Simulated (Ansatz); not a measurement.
Reaction (hydrogenolysis of a C–Si bond): `FC([SiH3])([SiH3])Cl` + H₂ → `FC([SiH3])Cl` + SiH₄

Calculated with Ansatz (gas phase, PBE0-D4/def2-TZVP geometries, no zero-point term in ΔE). CCSD(T)/CBS adds triple-zeta CCSD(T) − MP2 to the extrapolated MP2 energy (def2 sets, frozen cores). This one scheme is used for every species. Functionals use def2-TZVPP. HSE06 is defined as in plane-wave codes.

CCSD(T)/CBS gives -8.2 kcal/mol.

(1) Another level gave -8.9 kcal/mol. Which?
A. BHLYP/def2-TZVPP
B. r2SCAN-D4/def2-TZVPP
C. HSE06/def2-TZVPP
D. HSE06-D4/def2-TZVPP

Largest T1 diagnostic among the species: 0.012.

Results:

(1) D. HSE06-D4 -8.9, r2SCAN-D4 -7.9, HSE06 -10.8, BHLYP -13.6 kcal/mol.

The D4 term adds +3.8 kcal/mol with B3LYP and +2.1 kcal/mol with PBE0; it sums over pairs of atoms, weighted by their polarisabilities, and B3LYP, whose exchange is more repulsive, gets the larger term. At CCSD(T), def2-SVP lies −3.0 kcal/mol from the extrapolated value and def2-TZVPP −1.2 kcal/mol. In def2-TZVPP, CCSD(T) changes the Hartree–Fock value by +7.8 kcal/mol (the triples alone add +1.6 kcal/mol) and MP2 by +9.3 kcal/mol.

CCSD(T)/CBS has its own doubt, a few kJ/mol and more with outer-core shells, so smaller differences from it don't rank the levels.

B3LYP here is the variant with VWN-RPA as its local correlation; programs differ in this.
